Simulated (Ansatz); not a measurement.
```yaml
crystal:
  periodic: [false, false, false]
  atoms:
    - {symbol: Cu, position_ang: [2.121562, -0.131087, -0.679257]}
    - {symbol: Cu, position_ang: [-2.052400, 0.172358, 0.589115]}
    - {symbol: Mn, position_ang: [0.013100, 1.244888, -0.332672]}
    - {symbol: Mn, position_ang: [-0.001433, -1.255089, 0.106619]}
basis:
  gaussian: {orbitals: def2-SVP}
magnetization: {spin_polarized: true, initial_magnetization: 8}
hamiltonian: {xc: {name: SVWN5}}
accuracy: high
scf: {omitted_lower_state_checks: [starts]}
```

```sh
$ ansatz run in.yaml --threads 4 --pin off --events-out ev --progress --plain --max-ram 4787MiB
```

Output, abridged:

```
Functional definition: SVWN5
2862 factors; integrals over basis functions are off by at most 1.7e-8 eV
mean field evaluation 1: about -151589.8016 eV, gradient 8.4e1 eV
mean field evaluation 2: about -150991.6776 eV, gradient 2.3e2 eV
mean field evaluation 4: about -150780.3130 eV, gradient 4.5e2 eV
mean field evaluation 8: about -151622.5336 eV, gradient 6.4e-1 eV
mean field evaluation 16: about -151623.0885 eV, gradient 1.3e-1 eV
mean field -151623.09281143 eV, -5572.0458869965 hartree, gradient 9.2e-8 eV, S^2 20.941825; 0 other end points of the search recorded, 0 dependent functions left out
reference -151623.09281454 eV, -5572.0458871109 hartree; 58, 50 occupied and 66, 74 virtual orbitals, 2862 factors
Total energy: -151623.09281454 eV, -5572.0458871109 hartree
Checks for a lower state left out: starts
```

Run time 13 s (4 threads of Intel Xeon on a shared host).

The charge 0 multiplicity 9 is spin-contaminated (final ⟨S²⟩ up to 20.94, 20.00 for a pure state).
